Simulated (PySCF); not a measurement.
**Vibration and rotation of PbN⁺**

ROHF-CCSD(T) constants of PbN⁺, ³Σ⁻ (triplet), unpaired electrons π ↑↑ (basis Pb cc-pVDZ-PP with ECP60, N cc-pVDZ; scalar-relativistic core potentials; PySCF 2.14; masses 207.9766 and 14.0031 u):

```
ωe              : 414.0 cm⁻¹
ωexe            : 4.85 cm⁻¹
Be              : 0.24438 cm⁻¹
αe              : 0.00271 cm⁻¹
D (centrifugal) : 3.41e-07 cm⁻¹
```

(1) Give the vibrational terms G(v) and spacings up to v = 6.

Correlated steps freeze 5 core orbitals. These are scalar-relativistic numbers at best; spin–orbit coupling would shift them, the dissociation energy most. The state was picked by a PBE0 search and need not be the measured ground state.

Answers

(1) G(v) = ωe(v+½) − ωexe(v+½)².

```
v  G(v) (cm⁻¹)  G(v) − G(v−1)  Bv (cm⁻¹)
0        205.8                    0.2430
1        610.1          404.3     0.2403
2       1004.7          394.6     0.2376
3       1389.6          384.9     0.2349
4       1764.8          375.2     0.2322
5       2130.3          365.5     0.2295
6       2486.1          355.8     0.2268
```
